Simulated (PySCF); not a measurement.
F2Sn, charge +1, multiplicity 2. Atoms are numbered in the order given.

```xyz
3

Sn     0.0000     0.0000     0.0000
F      0.0000     0.0000    -1.9343
F      0.0000     0.0000     1.9343
```
Charge +1, spin multiplicity 2.

Geometry optimised at B3LYP-D3(BJ)/def2-TZVP. The geometry has at least one imaginary mode, so it is a saddle point at that level. The multiplicity is an assumed one; other spin states were not compared. The isomer is the one that the SMILES or the coordinates give; other isomers of the formula were not compared. The def2 effective core potentials stand for the cores of Sn; spin–orbit coupling is left out.

The numbers are results of B3LYP-D3(BJ)/def2-TZVP run with PySCF, not measurements.

Frequencies are harmonic and unscaled.

Modes within 1.5 cm⁻¹ of each other (mostly degenerate sets) share a row, with their intensities summed.

| mode | ν (cm⁻¹) | IR (km/mol) | moving atoms (share of kinetic energy) |
|---|---|---|---|
| 1–2 | 126i | 15.5 | F 76 %, Sn 24 % |
| 3 | 532 | 0.0 | F 100 % |
| 4 | 537 | 26.7 | F 76 %, Sn 24 % |
